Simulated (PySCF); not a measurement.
Which basis set comes closest?

Molecule: pentafluoroethane, C2HF5.

Geometry (Å), atoms numbered from 1 in this order:
```xyz
8

F    -0.091   -1.732    0.183
C     0.350   -0.595   -0.370
F     1.669   -0.486   -0.171
C    -0.351    0.587    0.303
F    -0.093    0.625    1.601
F     0.061    1.724   -0.249
F    -1.664    0.481    0.128
H     0.135   -0.597   -1.452
```

Geometry PBE0-D3(BJ)/def2-SVP throughout; GIAO in PySCF, gas phase, one conformer, non-relativistic; equivalent atoms averaged; functional PBE0.

Reference values (measured; Wikipedia, Fluorine-19 nuclear magnetic resonance spectroscopy): δ(F1/F3) = -141.0 ppm vs CFCl3. Computed shifts are taken against CFCl3, calculated as an isolated molecule at each level.

Problem. How do the basis sets STO-3G, pcSseg-0, 6-31G, 6-31G*, cc-pVDZ, def2-SVP, pcSseg-1, aug-cc-pVDZ, 6-311+G(2d,p), def2-TZVP, cc-pVTZ, IGLO-III perform against the reference? Times are CPU seconds on 1 thread of an x86-64 server CPU, shared host.

Solution. 
```tsv
basis set	functions	F1/F3	abs. error F	core-s
STO-3G	36	-122.7	18.3	2
pcSseg-0	65	-167.1	26.1	2.8
6-31G	65	-161.1	20.1	4.3
6-31G*	100	-148.2	7.2	6.7
cc-pVDZ	103	-144.4	3.4	9.3
def2-SVP	103	-135.4	5.6	9.2
pcSseg-1	124	-154.2	13.2	8.2
aug-cc-pVDZ	170	-143.8	2.8	24
6-311+G(2d,p)	195	-153.5	12.5	19
def2-TZVP	223	-149.8	8.8	36
cc-pVTZ	224	-148.4	7.4	35
IGLO-III	255	-152.5	11.5	39
```

For ¹⁹F the closest is aug-cc-pVDZ (2.8 ppm) and the furthest pcSseg-0 (26.1 ppm). Where a smaller basis beats a larger one, errors probably cancel. One molecule is a small sample, and vibrational and solvent effects are absent from the calculation.

A small basis that lands close on one nucleus may do so by chance; judge by the trend and by all nuclei.
